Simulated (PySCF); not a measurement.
# Arsenic: highly charged ions in a basis for the neutral atom

As⁵⁺ [Ar] 3d10, As⁶⁺ [Ar] 3d9. Computed with PySCF 2.14 in pcseg-2, with the non-relativistic Hamiltonian (point nucleus). No spin-orbit coupling, so a gap to NIST mixes the basis error with missing relativistic terms.

Changed run: basis of the neutral atom used for a highly charged ion. This setting is unsound on purpose.

| species | method | sound run (hartree) | changed run (hartree) | converged |
| --- | --- | --- | --- | --- |
| As⁵⁺ | UHF | not run | -2228.22734 | yes |
| As⁵⁺ | LDA | not run | -2226.32437 | yes |
| As⁵⁺ | PBE0 | not run | -2229.39899 | yes |
| As⁶⁺ | UHF | not run | -2223.79937 | yes |
| As⁶⁺ | LDA | not run | -2221.79074 | yes |
| As⁶⁺ | PBE0 | not run | -2224.89583 | yes |

Ionisation energy of As⁵⁺:

```csv
method,changed run (eV),NIST (eV)
UHF,120.49,121.19 ± 0.06
LDA,123.37,121.19 ± 0.06
PBE0,122.54,121.19 ± 0.06
```

The contracted functions were made for the neutral atom and can be too rigid for a highly charged ion.
